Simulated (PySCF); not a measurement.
Level of theory: PBE-D3(BJ)/def2-TZVP run with PySCF. Isolated molecules, 0 K electronic values unless said otherwise. One relaxed conformer stands for a flexible species; it need not be the lowest. Excitations are Tamm–Dancoff values on a coarser integration grid. The basis has no diffuse functions, so Rydberg states are missing or too high.

Reference species (SMILES): `S[SiH](S)S` (neutral, multiplicity 1).

```json
{
  "T1 excitation (TDA)": "5.14 eV",
  "S1 excitation (TDA)": "5.44 eV",
  "S1 oscillator strength": "0.002",
  "LUMO": "-1.03 eV"
}
```

Changed species: `S[Si](S)(S)S` (whole molecule; the reference has whole molecule).

Predict the effect on the T1 excitation (TDA), S1 excitation (TDA), S1 oscillator strength and LUMO.

the T1 excitation (TDA) drops by 0.42 eV, to 4.72 eV; the S1 excitation (TDA) falls by 0.43 eV, to 5.01 eV; the S1 oscillator strength is nearly the same; the LUMO drops by 0.47 eV, to -1.50 eV.
